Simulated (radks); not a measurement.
Question: These are the eigenvalues of the occupied orbitals of an atom or ion with whole-number occupations (Ry). Calculated with a radial shooting solver on a logarithmic mesh with Libxc functionals: Dirac Kohn-Sham, Wu-Cohen GGA, spin-unpolarised, spherical densities, point nucleus.

orbital  eigenvalue
1s1/2     -1860.995
2s1/2     -274.4358
2p1/2     -255.1264
2p3/2     -242.2379
3s1/2     -50.78782
3p1/2     -43.10128
3p3/2     -40.82726
3d3/2     -27.19855
3d5/2     -26.74064
4s1/2      -7.58390
4p1/2      -5.16639
4p3/2      -4.79147
4d3/2      -1.17563
4d5/2      -1.13386

Which element is it, and in what charge state? The configuration may be excited. Open shells, if any, fill j = l - 1/2 first.

Answer: Z = 47, silver, charge +1: Ag+ in [Kr] 4d10. The list shows which subshells hold electrons but not how many an open one holds; the 1s level, -930.5 hartree, gives Z - s = 43.1 by -(Z - s)^2/2, which with screening and relativity narrows Z to a few neighbours, and the depths of the outer levels then fix element, charge and occupations together.
